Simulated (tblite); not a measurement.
C4H3Cl2N.
Atom-mapped SMILES: `[N:1]#[C:2][CH2:3]/[C:4]([Cl:5])=[CH:6]/[Cl:7]` (hydrogens: H8, H9 on C3; H10 on C6)

Computed with GFN2-xTB (tblite), gas phase: L-BFGS steps from a force-field or distance-geometry start until the largest atomic force falls under 0.01 eV/Å.

The end geometry, which sets the zero of energy:
```
atom  x, y, z in Å
N1     -1.7526    2.2192   -0.6229
C2     -1.4246    1.1715   -0.3108
C3     -0.9984   -0.1535    0.0858
C4      0.4408   -0.3663   -0.2992
Cl5     0.7167   -0.5955   -1.9880
C6      1.4374   -0.3523    0.5795
Cl7     3.0797   -0.5809    0.1528
H8     -1.1225   -0.2535    1.1666
H9     -1.6348   -0.8853   -0.4198
H10     1.2673   -0.1987    1.6335
```

**Question.** These geometries come from the run, each turned onto the end geometry. Order them by energy, lowest first.
A.
```
atom  x, y, z in Å
N1     -1.9377    2.1667   -0.7720
C2     -1.5067    1.1748   -0.3749
C3     -0.9735   -0.0805    0.1279
C4      0.4629   -0.2978   -0.3135
Cl5     0.8417   -0.3977   -2.0216
C6      1.4253   -0.4422    0.5812
Cl7     3.0823   -0.7051    0.1134
H8     -1.0693   -0.0777    1.2296
H9     -1.5421   -0.9417   -0.2479
H10     1.2261   -0.3942    1.6552
```
B.
```
atom  x, y, z in Å
N1     -1.9313    2.1534   -0.7659
C2     -1.5081    1.1623   -0.3800
C3     -0.9667   -0.0837    0.1181
C4      0.4665   -0.2928   -0.3039
Cl5     0.8171   -0.3919   -1.9981
C6      1.4392   -0.4400    0.5815
Cl7     3.0661   -0.7028    0.1291
H8     -1.0570   -0.0759    1.2096
H9     -1.5562   -0.9288   -0.2544
H10     1.2393   -0.3950    1.6416
```
C.
```
atom  x, y, z in Å
N1     -1.8768    2.1412   -0.7906
C2     -1.4783    1.1526   -0.3828
C3     -0.9790   -0.1074    0.1209
C4      0.4568   -0.3058   -0.2794
Cl5     0.7294   -0.3752   -1.9833
C6      1.4510   -0.4212    0.5942
Cl7     3.0835   -0.6716    0.1368
H8     -1.0745   -0.1229    1.2082
H9     -1.5920   -0.9065   -0.3067
H10     1.2890   -0.3784    1.6601
```
D.
```
atom  x, y, z in Å
N1     -1.9277    2.1397   -0.7633
C2     -1.5007    1.1479   -0.3960
C3     -0.9678   -0.0969    0.1073
C4      0.4662   -0.2925   -0.2947
Cl5     0.7647   -0.3779   -1.9889
C6      1.4473   -0.4306    0.5913
Cl7     3.0809   -0.7045    0.1507
H8     -1.0343   -0.0753    1.1964
H9     -1.5859   -0.9125   -0.2788
H10     1.2664   -0.3928    1.6535
```

**Answer.** C (0.005 eV), D (0.011 eV), B (0.036 eV), A (0.099 eV).

In the order of the answer:

| step | E above end (eV) | largest force (eV/Å) | rms force component (eV/Å) | rms distance from end (Å) | rms bond change (Å) | bond most changed (Å) |
| --- | --- | --- | --- | --- | --- | --- |
| 26 | 0.005 | 0.03 | 0.015 | 0.141 | 0.001 | C6–Cl7 +0.002 |
| 8 | 0.011 | 0.11 | 0.044 | 0.159 | 0.002 | C4–Cl5 -0.004 |
| 4 | 0.036 | 0.45 | 0.154 | 0.164 | 0.004 | C4–Cl5 +0.006 |
| 1 | 0.099 | 1.40 | 0.419 | 0.168 | 0.016 | C6–Cl7 +0.030 |

Run on an x86-64 server with one thread, no GPU (shared host).
